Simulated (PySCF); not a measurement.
Match the calculated data to a structure.

All candidates are C6H8F2O2.

| technique | computed result |
| --- | --- |
| Dipole | 1.46 D [PBE0/pcSseg-1] |
| Rotational structure | rotational constants A, B, C: 1.902, 1.130, 1.044 GHz [GFN2-xTB] |
| NMR, other nuclei | isotropic shieldings of nuclei other than C and H, by class: -291 (1 O), 321 (1 O), 314 (1 F), 325 (1 F) ppm [GIAO PBE0/pcSseg-1] |
| 13C NMR | chemical shifts (computed TMS as zero) by class: 223.0 (1 C), 124.0 (1 C), 75.7 (1 C), 74.1 (1 C), 55.9 (1 C), 20.3 (1 C) ppm [GIAO PBE0/pcSseg-1] |
| 1H NMR | chemical shifts (computed TMS as zero) by class: 6.27 (1 H), 4.63 (1 H), 4.40 (1 H), 4.17 (1 H), 4.06 (1 H), 1.38 (3 H) ppm [GIAO PBE0/pcSseg-1] |

The electronic properties come from PySCF, for the isolated species, density fitting. Levels stand in brackets. One conformer (not necessarily the lowest) at the GFN2-xTB geometry, without solvent, vibrations or thermal averaging. Each NMR value is the plain mean over a class of atoms that symmetry, rotation or inversion makes alike.

Question: Which candidate is it?
A. `CO[C@@]1(C)C[C@]1(F)C(=O)F`
B. `OC[C@@]1(OC(F)F)C=CC1`
C. `CC/C(F)=C(/OC)C(=O)F`
D. `C[C@]1(C(F)F)COCC1=O`

Answer: D. It is `C[C@]1(C(F)F)COCC1=O`. Numbering: `[CH3:1][C@:2]1([CH:3]([F:4])[F:5])[CH2:6][O:7][CH2:8][C:9]1=[O:10]`. Its formula, C6H8F2O2, gives 2 degrees of unsaturation: 1 ring and 1 π bond in the structure found. 6 carbons fall into 6 classes; from least to most shielded: ketone carbonyl carbon [C9] (223.0 ppm), CHF2 carbon [C3] (124.0 ppm), ring sp3 carbon bound to oxygen [C8] (75.7 ppm), ring sp3 carbon bound to oxygen [C6] (74.1 ppm), sp3 carbon next to a carbonyl [C2] (55.9 ppm), methyl carbon [C1] (20.3 ppm). Hydrogen classes from least to most shielded: 1 H on a CHF2 carbon, C3 (6.27 ppm), 1 H on an sp3 carbon bound to oxygen, C6 (4.63 ppm), 1 H on an sp3 carbon bound to oxygen, C8 (4.40 ppm), 1 H on an sp3 carbon bound to oxygen, C6 (4.17 ppm), 1 H on an sp3 carbon bound to oxygen, C8 (4.06 ppm), 3 H on a methyl carbon, C1 (1.38 ppm). The other shieldings belong to: -291 ppm, ketone oxygen [O10]; 321 ppm, cyclic ether oxygen [O7]; 314 ppm, fluorine of a CF2 group [F5]; 325 ppm, fluorine of a CF2 group [F4]. The optimised geometry has point group C1 and is an asymmetric top.

The others, at the same levels:
- `CC/C(F)=C(/OC)C(=O)F` fails: its computed 13C shifts are 175.3 (1 C), 165.1 (1 C), 132.0 (1 C), 59.4 (1 C), 30.5 (1 C), 15.4 (1 C) ppm, 1H shifts are 4.11 (3 H), 2.93 (2 H), 1.29 (3 H) ppm and rotational constant A is 1.466 GHz (against 1.902 GHz).
- `OC[C@@]1(OC(F)F)C=CC1` fails: its computed 13C shifts are 150.0 (1 C), 147.3 (1 C), 123.3 (1 C), 86.9 (1 C), 72.2 (1 C), 44.5 (1 C) ppm, 1H shifts are 6.81 (1 H), 6.57 (1 H), 6.55 (1 H), 4.79 (1 H), 3.72 (1 H), 2.90 (1 H), 2.47 (1 H), 1.66 (1 H) ppm and smallest rotational constant is 0.901 GHz (against 1.044 GHz).
- `CO[C@@]1(C)C[C@]1(F)C(=O)F` fails: its computed 13C shifts are 171.9 (1 C), 81.2 (1 C), 74.0 (1 C), 57.8 (1 C), 35.0 (1 C), 14.8 (1 C) ppm, 1H shifts are 3.68 (3 H), 1.92 (1 H), 1.66 (3 H), 1.60 (1 H) ppm and rotational constant A is 2.029 GHz (against 1.902 GHz).

Each candidate is one conformer, not necessarily the lowest. Dipoles, sizes and rotational constants follow the conformer. The torsions of the flexible species, by atom-mapped SMILES:
- `[CH3:1][CH2:2]/[C:3]([F:4])=[C:5](/[O:6][CH3:7])[C:8](=[O:9])[F:10]`: C1–C2–C3–F4 92°, C3–C5–O6–C7 2°, C3–C5–C8–O9 5°
- `[OH:1][CH2:2][C@@:3]1([O:4][CH:5]([F:6])[F:7])[CH:8]=[CH:9][CH2:10]1`: O1–C2–C3–O4 -61°, C2–C3–O4–C5 -54°, C3–O4–C5–F6 -43°, H–O1–C2–C3 68°
- `[CH3:1][O:2][C@@:3]1([CH3:4])[CH2:5][C@:6]1([F:7])[C:8](=[O:9])[F:10]`: C1–O2–C3–C4 62°, C5–C6–C8–O9 -26°

The conformers of `C[C@]1(C(F)F)COCC1=O` aren't listed.
